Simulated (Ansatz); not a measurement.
Reaction (formal exchange of groups at the Se–In bond): `[CH3][In]([Cl])[SeH]` + `[CH3][AlH][CH3]` → `[CH3][Al]([CH3])[SeH]` + `[CH3][InH][Cl]`

Calculated with Ansatz (gas phase, PBE0-D4/def2-TZVP geometries, no zero-point term in ΔE). CCSD(T)/CBS adds triple-zeta CCSD(T) − MP2 to the extrapolated MP2 energy (def2 sets, frozen cores). Functionals use def2-TZVPP. Elements past krypton have def2 core potentials. For In, Se outer-core shells are correlated without core-valence functions, which leaves a few kJ/mol of doubt a bond. Scalar relativity is left out up to krypton. Each species was taken in one conformer, which may not be the lowest.

```json
{"level": "RPA@PBE/def2-TZVPP", "ΔE (kcal/mol)": "-4.6"}
{"level": "HF/def2-SVP", "ΔE (kcal/mol)": "-3.1"}
```

(1) What does CCSD(T)/CBS give? (Estimate.)

Largest T1 diagnostic among the species: 0.012.

Results:

(1) The calculation gave: -4.2 kcal/mol. The listed levels differ from it by -0.4, 1.1 kcal/mol.

Leaving LDA and LC-ωPBE aside and taking each functional with its dispersion term where it has one, the values, not all of them listed here, spread over 1.6 kcal/mol, from r2SCAN0-D4 to BLYP-D4. LDA lies −1.3 kcal/mol from PBE without D4. In def2-TZVPP, CCSD(T) changes the Hartree–Fock value by −1.3 kcal/mol (the triples alone add +0.0 kcal/mol) and MP2 by −0.7 kcal/mol.
